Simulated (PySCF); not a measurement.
Computed Raman spectrum (relative Raman activity) of a molecule C₄H₇FSi. Geometry: TPSSh-D3(BJ)/def2-SVP. One conformer was computed; it need not be the lowest. Level of theory: TPSSh-D3(BJ)/def2-SVP (PySCF). Frequencies are harmonic and unscaled.

Lines under 2 % of the strongest are left out, and lines within 2 cm⁻¹ are merged.

ν (cm⁻¹): 532 (w), 599 (w), 686 (w), 699 (w), 726 (vw), 911 (vw), 990 (vw), 1032 (w), 1082 (vw), 1166 (vw), 1331 (vw), 1446 (w), 1450 (w), 1588 (w), 2221 (s), 3032 (s), 3049 (s), 3115 (vs), 3123 (m), 3138 (m), 3200 (s) (against the strongest line: vs over 80 %, s over 45 %, m over 15 %, w over 4 %, vw less)

Task: Which molecule gave these data?
(A) C[Si@H]1C=C[C@H]1F
(B) F[Si@@H]1C=CCC1
(C) C[Si@]1(F)C=CC1
(D) CC(F)=C=C[SiH3]

Result: A, C[Si@H]1C=C[C@H]1F
